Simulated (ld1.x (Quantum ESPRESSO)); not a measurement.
Pseudopotential generation for K: ultrasoft, LDA (PZ), non-relativistic.

The input file (ld1.x (Quantum ESPRESSO) 7.5):

```
&input
   title='K', zed=19., rel=0, dft='PZ', iswitch=3,
   config='[Ar] 3d-2 4s1 4p0',
   nld=3, rlderiv=2.70, eminld=-5.0, emaxld=5.0, deld=0.02
 /
 &inputp
   pseudotype=3, tm=.true., lloc=-1, rcloc=1.60,
   nlcc=.true., new_core_ps=.true., rcore=1.80,
   which_augfun='PSQ', rmatch_augfun_nc=.true.,
   file_pseudopw='K.UPF', file_wfcaegen='ae.wfc', file_wfcncgen='nc.wfc', file_beta='beta', file_chi='chi', file_wfcusgen='us.wfc'
 /
5
3S  1  0   2.00   0.00  1.75  2.30  0.0
4S  2  0   1.00   0.00  1.75  2.30  0.0
3P  2  1   6.00   0.00  2.05  2.50  0.0
4P  3  1   0.00   0.00  2.05  2.50  0.0
3D  3  2  -2.00   0.50  1.75  1.90  0.0
 &test
   configts(1)='3s2 3p6 4s1 4p0'
 /
```

Command:

```bash
ld1.x < K.in > K.out
```

Output (shortened: banner, matrices, multipoles, cross overlaps and the repeated all-electron block are left out):

```
Program LD1 v.7.5

     !!!!!!!!!!!!!!!!!!! WARNING !!!!!!!!!!!!!!!!!!!!!!!
     Message from routine ld1_readin:
     US requires at least two energies per channel 3D
     !!!!!!!!!!!!!!!!!!!!!!!!!!!!!!!!!!!!!!!!!!!!!!!!!!!
     --------------------------- All-electron run ----------------------------

     K

     atomic number is 19.00
     dft =PZ   lsd =0 sic =0 latt =0  beta=0.20 tr2=1.0E-14
     Exchange-correlation= PZ
                           (   1   1   0   0   0   0   0)
     mesh =1165 r(mesh) = 100.03909 a.u. xmin = -7.00 dx = 0.01250
     1 Ry =  13.60569312 eV

     n l     nl                  e(Ry)          e(Ha)          e(eV)
     1 0     1S 1( 2.00)      -256.8316      -128.4158     -3494.3722
     2 0     2S 1( 2.00)       -25.6781       -12.8390      -349.3681
     2 1     2P 1( 6.00)       -20.5679       -10.2840      -279.8408
     3 0     3S 1( 2.00)        -2.5629        -1.2815       -34.8701
     3 1     3P 1( 6.00)        -1.3868        -0.6934       -18.8689
     4 0     4S 1( 1.00)        -0.1779        -0.0890        -2.4207
     4 1     4P 1( 0.00)        -0.0622        -0.0311        -0.8464

     final scf error:  4.3E-15 reached in  26 iterations

     Etot =   -1196.382975 Ry,    -598.191488 Ha,  -16277.619619 eV

     Ekin =    1194.338574 Ry,     597.169287 Ha,   16249.804127 eV
     Encl =   -2842.184400 Ry,   -1421.092200 Ha,  -38669.888747 eV
     Eh   =     514.743565 Ry,     257.371783 Ha,    7003.442987 eV
     Exc  =     -63.280715 Ry,     -31.640357 Ha,    -860.977986 eV

     normalization and overlap integrals

     s(1S/1S) =  1.000000  <r> =   0.0817  <r2> =    0.0090  r(max) =   0.0540
     s(2S/2S) =  1.000000  <r> =   0.3914  <r2> =    0.1816  r(max) =   0.3224
     s(2P/2P) =  1.000000  <r> =   0.3520  <r2> =    0.1536  r(max) =   0.2640
     s(3S/3S) =  1.000000  <r> =   1.2770  <r2> =    1.8923  r(max) =   1.0839
     s(3P/3P) =  1.000000  <r> =   1.4389  <r2> =    2.4686  r(max) =   1.1538
     s(4S/4S) =  1.000000  <r> =   4.9186  <r2> =   27.9841  r(max) =   4.0272
     s(4P/4P) =  1.000000  <r> =   6.9340  <r2> =   55.9343  r(max) =   5.7148

     ------------------------ End of All-electron run ------------------------

     --------------------- Generating US pseudopotential ---------------------

      Generating local potential from pseudized AE potential:
      Matching radius rcloc =   1.6000

      Local pseudo, rcloc= 1.617 Estimated cut-off energy=     9.42 Ry

      Computing core charge for nlcc:

       r > 1.81 : true rho core
      Core charge pseudized with two Bessel functions
      Integrated core pseudo-charge :   0.01
      Wfc-us  3S rcutus= 2.295  Estimated cut-off energy=    10.40 Ry
      Wfc-us  4S rcutus= 2.295  Estimated cut-off energy=    21.48 Ry
      Wfc-us  3P rcutus= 2.473  Estimated cut-off energy=    13.76 Ry
      Wfc-us  4P rcutus= 2.473  Estimated cut-off energy=    25.92 Ry
      Wfc-us  3D rcutus= 1.879  Estimated cut-off energy=    32.48 Ry

     Q pseudized with Bessel functions
     Expected ecutrho=     138.0126 due to l1=  2   l2=  2

     ------------------- End of pseudopotential generation -------------------

     Computing logarithmic derivative in   2.71646
     Computing logarithmic derivative in   2.71646
     Computing the partial wave expansion
     R is outside the sphere for l=    0 j= 0.00
     R is outside the sphere for l=    0 j= 0.00
     R is outside the sphere for l=    1 j= 0.00
     R is outside the sphere for l=    1 j= 0.00
     R is outside the sphere for l=    2 j= 0.00

     ---------------------- Testing the pseudopotential ----------------------

     K

     atomic number is 19.00   valence charge is  9.00
     dft =PZ   lsd =0 sic =0 latt =0  beta=0.20 tr2=1.0E-14
     mesh =1165 r(mesh) = 100.03909 xmin = -7.00 dx = 0.01250

     n l     nl             e AE (Ry)        e PS (Ry)    De AE-PS (Ry)
     1 0     3S   1( 2.00)       -2.56290       -2.56290       -0.00000
     2 1     3P   1( 6.00)       -1.38684       -1.38684       -0.00000
     2 0     4S   1( 1.00)       -0.17792       -0.17792       -0.00000
     3 1     4P   1( 0.00)       -0.06221       -0.06221        0.00000

     eps = 1.9E-15  iter =  1

     Etot =   -1196.382975 Ry,    -598.191488 Ha,  -16277.619619 eV
     Etotps =   -56.886989 Ry,     -28.443495 Ha,    -773.986920 eV

     Ekin =      11.629834 Ry,       5.814917 Ha,     158.231950 eV
     Encl =    -118.406127 Ry,     -59.203064 Ha,   -1610.997435 eV
     Ehrt =      45.814455 Ry,      22.907227 Ha,     623.337413 eV
     Ecxc =      -8.299943 Ry,      -4.149972 Ha,    -112.926479 eV
     (Ecc =      -0.001814 Ry,      -0.000907 Ha,      -0.024677 eV)
     Epseu=      12.374793 Ry,       6.187396 Ha,     168.367630 eV

     ---------------------- End of pseudopotential test ----------------------
```

The ghost test of this file was not conclusive. Its overlap operator is not positive definite in a basis up to 400 Ry (lowest eigenvalue p -3.10), so the file is unfit for use: the generalised eigenproblem breaks down once the basis is large enough, and its test numbers describe a broken file.

Generation and configuration tests took about 2.2 s on one core of a shared server CPU.
